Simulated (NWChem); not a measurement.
All runs are NWChem calculations. System: HOZn (+1), charge 1, spin multiplicity 1, at a geometry optimised with B3LYP/def2-SVP. The structure started from a generated list of species. Level: TD-BHandHLYP/def2-SVPD.

Job file:

```
start mol
memory heap 200 mb stack 900 mb global 1100 mb
charge 1
geometry units angstroms nocenter noautoz
  Zn     0.135592    -0.397316     0.000000
  O     -0.344446     1.309187     0.000000
  H     -1.312188     1.445998     0.000000
  symmetry group Cs
end
basis spherical
  * library def2-svpd
end
dft
  xc bhlyp
  semidirect memsize 60000000 filesize 0
  iterations 100
end
tddft
  rpa
  nroots 5
  notriplet
  thresh 1e-4
end
task tddft energy
```

Output (cleaned and shortened):

```
             Northwest Computational Chemistry Package (NWChem) 7.3.0
             --------------------------------------------------------

                                NWChem Input Module
                                -------------------

 Scaling coordinates for geometry "geometry" by  1.889725989
 (inverse scale =  0.529177249)

 Turning off AUTOSYM since
 SYMMETRY directive was detected!

                             Geometry "geometry" -> ""
                             -------------------------

 Output coordinates in angstroms (scale by  1.889725989 to convert to a.u.)

  No.       Tag          Charge          X              Y              Z
 ---- ---------------- ---------- -------------- -------------- --------------
    1 Zn                  30.0000     0.13559200    -0.39731600     0.00000000
    2 O                    8.0000    -0.34444600     1.30918700     0.00000000
    3 H                    1.0000    -1.31218800     1.44599800     0.00000000

 Effective nuclear repulsion energy (a.u.)      82.7466439591

            Nuclear Dipole moment (a.u.)
            ----------------------------
        X                 Y               Z
 ---------------- ---------------- ----------------
     0.0000075589     0.0000264562     0.0000000000

      Symmetry information
      --------------------

 Group name             Cs
 Group number              2
 Group order               2
 No. of unique centers     3

      Symmetry unique atoms

     1    2    3


 Summary of "ao basis" -> "" (spherical)
 ------------------------------------------------------------------------------
       Tag                 Description            Shells   Functions and Types
 ---------------- ------------------------------  ------  ---------------------
 *                         def2-svpd                  on all atoms

                                 NWChem DFT Module
                                 -----------------

 Summary of "ao basis" -> "ao basis" (spherical)
 ------------------------------------------------------------------------------
       Tag                 Description            Shells   Functions and Types
[...]
     Electric Quadrupole                           0.0000000237
     Magnetic Dipole                               0.0000000745
     Total Oscillator Strength                     0.0402177001

          sigma_e =   1.6059 Angstrom
          sigma_h =   1.0920 Angstrom
         |d_h->e| =   1.6387 Angstrom
            d_exc =   2.5338 Angstrom
            d_CD1 =   2.1525 Angstrom
            d_CD2 =   0.2897 Angstrom
            d_CD3 =   4.1725 Angstrom
     Pearson C.C. =   0.0104

     Occ.   12  a'  ---  Virt.   20  a'  -0.10658 X
     Occ.   16  a'  ---  Virt.   20  a'  -0.07131 X
     Occ.   17  a'  ---  Virt.   20  a'  -0.95533 X
     Occ.   17  a'  ---  Virt.   21  a'   0.05534 X
     Occ.   17  a'  ---  Virt.   23  a'  -0.06047 X
     Occ.   17  a'  ---  Virt.   24  a'   0.05818 X
     Occ.   18  a'  ---  Virt.   20  a'   0.09896 X
     Occ.   19  a"  ---  Virt.   22  a"   0.20612 X
  ----------------------------------------------------------------------------
  Root   4 singlet a"             0.274261478 a.u.                7.4630 eV
  ----------------------------------------------------------------------------
     Transition Moments    X  0.00000   Y -0.00000   Z -0.03333
     Transition Moments   XX  0.00000  XY -0.00000  XZ  0.63231
     Transition Moments   YY -0.00000  YZ -0.04856  ZZ  0.00000
     Dipole Oscillator Strength                    0.0002030908
     Electric Quadrupole                           0.0000000442
     Magnetic Dipole                               0.0000000179
     Total Oscillator Strength                     0.0002031529

          sigma_e =   1.9441 Angstrom
          sigma_h =   0.9111 Angstrom
         |d_h->e| =   1.6834 Angstrom
            d_exc =   2.7270 Angstrom
            d_CD1 =   2.7164 Angstrom
            d_CD2 =   0.2558 Angstrom
            d_CD3 =   4.4104 Angstrom
     Pearson C.C. =   0.0019

     Occ.   19  a"  ---  Virt.   21  a'  -0.98591 X
     Occ.   19  a"  ---  Virt.   23  a'   0.05389 X
     Occ.   19  a"  ---  Virt.   26  a'   0.11476 X
     Occ.   19  a"  ---  Virt.   28  a'   0.06736 X
  ----------------------------------------------------------------------------
  Root   5 singlet a'             0.295877969 a.u.                8.0513 eV
  ----------------------------------------------------------------------------
     Transition Moments    X  0.56202   Y -0.23799   Z  0.00000
     Transition Moments   XX -0.23346  XY -0.14245  XZ -0.00000
     Transition Moments   YY -0.66924  YZ -0.00000  ZZ  0.95839
     Dipole Oscillator Strength                    0.0734779435
     Electric Quadrupole                           0.0000001007
     Magnetic Dipole                               0.0000000134
     Total Oscillator Strength                     0.0734780576

          sigma_e =   1.9792 Angstrom
          sigma_h =   1.0178 Angstrom
         |d_h->e| =   1.6662 Angstrom
            d_exc =   2.7682 Angstrom
            d_CD1 =   2.6276 Angstrom
            d_CD2 =   0.1677 Angstrom
            d_CD3 =   4.4344 Angstrom
     Pearson C.C. =   0.0166

     Occ.   16  a'  ---  Virt.   20  a'  -0.08726 X
     Occ.   17  a'  ---  Virt.   20  a'  -0.12244 X
     Occ.   17  a'  ---  Virt.   21  a'   0.05666 X
     Occ.   18  a'  ---  Virt.   20  a'   0.11141 X
     Occ.   18  a'  ---  Virt.   21  a'   0.59356 X
     Occ.   18  a'  ---  Virt.   26  a'  -0.05309 X
     Occ.   18  a'  ---  Virt.   28  a'  -0.06122 X
     Occ.   19  a"  ---  Virt.   22  a"  -0.76976 X
     Occ.   19  a"  ---  Virt.   27  a"  -0.06880 X

              Target root =      1
          Target symmetry = none
      Ground state energy =  -1854.505363038885
        Excitation energy =      0.091926770527
     Excited state energy =  -1854.413436268358

  stored tddft:energy   -1854.4134362683578

 Task  times  cpu:       74.5s     wall:       74.5s

 Total times  cpu:       74.5s     wall:       74.5s
```
